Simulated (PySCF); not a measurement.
**Gas-phase thermal properties of InI3**

Method: PySCF energies (xtb for GFN2) plus ideal-gas RRHO corrections (1 bar). All species are closed-shell singlets. I, In: scalar-relativistic def2 core potential, no spin-orbit coupling. The harmonic model lacks anharmonicity and excited electronic states, which grow with temperature; levels with a mode under 35 cm⁻¹ are left out. Soft modes under 120 cm⁻¹ make the harmonic entropy rough for InI3.

```
level           point group  σ  ZPE (kJ/mol)  S°298 (J/mol/K)  Cp298 (J/mol/K)  S°1000 (J/mol/K)  H1000 − H298 (kJ/mol)
--------------  -----------  -  ------------  ---------------  ---------------  ----------------  ---------------------
GFN2-xTB                D3h  6           4.8            399.4             80.8             498.9                   57.8
PBE/def2-SVP            D3h  6           4.3            402.1             81.2             501.8                   57.9
PBE0/def2-TZVP          D3h  6           4.6            398.9             81.1             498.6                   57.9
```
σ: rotational symmetry number. Electronic degeneracy used: 1. Frequencies are unscaled.
